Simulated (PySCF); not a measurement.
State search for TlH

Unrestricted PBE0; Tl cc-pVDZ-PP with ECP60, H cc-pVDZ; scalar-relativistic core potentials (PySCF 2.14). Outer shells of the fragments: Tl 5d10 6s2 6p1; H 1s1.

Followed along the bond (rough minima from three points):

| 2Ms+1 | unpaired | ⟨S²⟩ at the start | R at minimum (Å) | Te (eV) |
| --- | --- | --- | --- | --- |
| 1 | none | 0.00 | 1.92 | 0.00 |
| 3 | σ ↑, π ↑ | 2.01 | 1.91 | 2.27 |

Solutions found at the starting distance of 1.750 Å, counted from the lowest of them; the search is not exhaustive and high or unbound solutions are not listed, so other states can lie among these:

```json
{"2Ms+1": "1", "unpaired": "none", "term": "¹Σ⁺", "E (eV)": "0.00", "⟨S²⟩": "0.00", "⟨Lz²⟩": "0.00", "μ (D)": "-0.44"}
{"2Ms+1": "3", "unpaired": "σ ↑, π ↑", "term": "³Π", "E (eV)": "2.20", "⟨S²⟩": "2.01", "⟨Lz²⟩": "1.00", "μ (D)": "0.14"}
{"2Ms+1": "1", "unpaired": "σ ↑, π ↓", "term": "mixed", "E (eV)": "2.42", "⟨S²⟩": "1.01", "⟨Lz²⟩": "1.00", "μ (D)": "0.19"}
{"2Ms+1": "3", "unpaired": "σ ↑↑", "term": "³Σ⁺", "E (eV)": "5.46", "⟨S²⟩": "2.00", "⟨Lz²⟩": "0.00", "μ (D)": "2.20"}
{"2Ms+1": "3", "unpaired": "π ↑↑", "term": "³Σ⁻", "E (eV)": "6.36", "⟨S²⟩": "2.08", "⟨Lz²⟩": "0.00", "μ (D)": "0.27"}
{"2Ms+1": "1", "unpaired": "π ↑↓", "term": "mixed", "E (eV)": "6.73", "⟨S²⟩": "1.00", "⟨Lz²⟩": "2.01", "μ (D)": "0.25"}
{"2Ms+1": "1", "unpaired": "none", "term": "mixed", "E (eV)": "7.39", "⟨S²⟩": "0.00", "⟨Lz²⟩": "2.00", "μ (D)": "0.28"}
```

A term symbol is given only where ⟨S²⟩ and ⟨Lz²⟩ are close to those of a pure state; real π, δ and φ orbitals otherwise mix terms. A positive dipole means Tl(−)H(+).

These are scalar-relativistic numbers at best; spin–orbit coupling would shift them, the dissociation energy most. Counting both spins, an empty level lies below a filled one in some of these solutions, because spin and occupation are held.
